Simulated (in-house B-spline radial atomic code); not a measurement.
Successive ionisation energies of europium; each step leads to the configuration of the next row (after the last: [Kr] 4d10 4f5/2(2) 5s2). Dirac energy differences include first-order Breit, QED and recoil terms. NIST's values go from ground level to ground level; the uncertainty of those that are theory runs from under 0.1 % in few-electron ions to several per cent in heavy many-electron ones. Computed with a radial B-spline atomic code at the basis-set limit: Dirac-Hartree-Fock, jj configuration that fills j = l - 1/2 first, finite nuclei.

A number in brackets counts the electrons of a j subshell.

```json
{"ion": "Eu", "configuration": "[Xe] 4f5/2(6) 4f7/2(1) 6s2", "ionisation energy (eV)": "4.74", "tabulated value (eV)": "5.670385", "computed minus tabulated (eV)": "-0.93", "highest orbital": "6s1/2", "largest mean radius (bohr)": "4.5921"}
{"ion": "Eu+", "configuration": "[Xe] 4f5/2(6) 4f7/2(1) 6s1", "ionisation energy (eV)": "10.37", "tabulated value (eV)": "11.24", "computed minus tabulated (eV)": "-0.87", "highest orbital": "6s1/2", "largest mean radius (bohr)": "4.0913"}
{"ion": "Eu2+", "configuration": "[Xe] 4f5/2(6) 4f7/2(1)", "ionisation energy (eV)": "18.37", "tabulated value (eV)": "24.84", "computed minus tabulated (eV)": "-6.47", "highest orbital": "4f7/2", "largest mean radius (bohr)": "1.6694"}
{"ion": "Eu3+", "configuration": "[Xe] 4f5/2(6)", "ionisation energy (eV)": "40.54", "tabulated value (eV)": "42.94", "computed minus tabulated (eV)": "-2.40", "highest orbital": "4f5/2", "largest mean radius (bohr)": "1.5989"}
{"ion": "Eu4+", "configuration": "[Xe] 4f5/2(5)", "ionisation energy (eV)": "70.15", "tabulated value (eV)": "-", "computed minus tabulated (eV)": "-", "highest orbital": "4f5/2", "largest mean radius (bohr)": "1.5325"}
{"ion": "Eu5+", "configuration": "[Kr] 4d10 4f5/2(5) 5s2 5p1/2(2) 5p3/2(3)", "ionisation energy (eV)": "84.58", "tabulated value (eV)": "89", "computed minus tabulated (eV)": "-4.42", "highest orbital": "4f5/2", "largest mean radius (bohr)": "1.4968"}
{"ion": "Eu6+", "configuration": "[Kr] 4d10 4f5/2(5) 5s2 5p1/2(2) 5p3/2(2)", "ionisation energy (eV)": "99.53", "tabulated value (eV)": "105", "computed minus tabulated (eV)": "-5.47", "highest orbital": "4f5/2", "largest mean radius (bohr)": "1.4649"}
{"ion": "Eu7+", "configuration": "[Kr] 4d10 4f5/2(5) 5s2 5p1/2(2) 5p3/2(1)", "ionisation energy (eV)": "114.95", "tabulated value (eV)": "120", "computed minus tabulated (eV)": "-5.05", "highest orbital": "5p3/2", "largest mean radius (bohr)": "1.4355"}
{"ion": "Eu8+", "configuration": "[Kr] 4d10 4f5/2(5) 5s2 5p1/2(2)", "ionisation energy (eV)": "136.13", "tabulated value (eV)": "144", "computed minus tabulated (eV)": "-7.87", "highest orbital": "4f5/2", "largest mean radius (bohr)": "1.3515"}
{"ion": "Eu9+", "configuration": "[Kr] 4d10 4f5/2(5) 5s2 5p1/2(1)", "ionisation energy (eV)": "153.65", "tabulated value (eV)": "161", "computed minus tabulated (eV)": "-7.35", "highest orbital": "5p1/2", "largest mean radius (bohr)": "1.3263"}
{"ion": "Eu10+", "configuration": "[Kr] 4d10 4f5/2(5) 5s2", "ionisation energy (eV)": "171.73", "tabulated value (eV)": "183", "computed minus tabulated (eV)": "-11.27", "highest orbital": "4f5/2", "largest mean radius (bohr)": "1.2315"}
{"ion": "Eu11+", "configuration": "[Kr] 4d10 4f5/2(4) 5s2", "ionisation energy (eV)": "200.07", "tabulated value (eV)": "213", "computed minus tabulated (eV)": "-12.93", "highest orbital": "4f5/2", "largest mean radius (bohr)": "1.203"}
{"ion": "Eu12+", "configuration": "[Kr] 4d10 4f5/2(3) 5s2", "ionisation energy (eV)": "229.84", "tabulated value (eV)": "243", "computed minus tabulated (eV)": "-13.16", "highest orbital": "4f5/2", "largest mean radius (bohr)": "1.1758"}
```

(1) Where is the largest jump?

(2) How far is this level of theory from the measured and semi-empirical values?

Answers

(1) From Eu2+ to Eu3+, by a factor of 2.21 (18.366 to 40.538 eV); the highest orbital goes from 4f7/2 to 4f5/2.

(2) Over those 4 rows the differences run from -6.47 to -0.867 eV (mean absolute value 2.7 eV). The calculation leaves out correlation and, in open shells, the multiplet splittings that an average leaves out.
